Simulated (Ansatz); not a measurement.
Coupled-cluster diagnostics for Cs4H5⁻, Ansatz.

Geometry of the singlet (r2SCAN-D4/def2-TZVPD):

| atom | x (Å) | y (Å) | z (Å) |
| --- | --- | --- | --- |
| Cs1 | -2.0940 | 0.8758 | -1.4801 |
| Cs2 | 2.0107 | 2.1752 | -1.6639 |
| Cs3 | -2.3669 | -2.0533 | 2.6455 |
| Cs4 | 2.1399 | -1.6012 | 0.4232 |
| H5 | 0.5448 | -0.4170 | -1.7569 |
| H6 | 0.3022 | -2.8185 | 2.4232 |
| H7 | 3.6952 | 0.8817 | 0.3689 |
| H8 | -3.5850 | -0.4619 | 0.7122 |
| H9 | -0.6469 | 3.4192 | -1.6721 |

In the def2 sets Cs takes a core potential; there is no spin–orbit coupling. Correlated methods freeze no core orbitals; core or outer-core shells of Cs are correlated, in sets that lack core-valence functions. Another isomer (singlet) lies 0.20 eV lower at PBE0-D4/def2-TZVPD; other spin states weren't run for this one.

(1) Estimate the CCSD(T) correlation energy, the shares of MP2 and (T), T1 and the reference's ⟨S²⟩ for: charge -1, singlet, own geometry in def2-TZVPD; and the rough time on 4 threads of Arm Neoverse V2 on a shared host.

Answers

(1) 
| state | basis | correlation (eV) | MP2 share (%) | (T) share (%) | T1 | ⟨S²⟩ (pure) | wall time |
| --- | --- | --- | --- | --- | --- | --- | --- |
| charge -1, singlet, own geometry | def2-TZVPD | -16.602 | 88.3 | 1.4 | 0.013 | 0.00 (0.00) | 89 s |
Customary marks for T1 are 0.02 (closed shells), 0.045 (open shells) and about 0.05 (3d metals). T1 stays under 0.02 throughout.
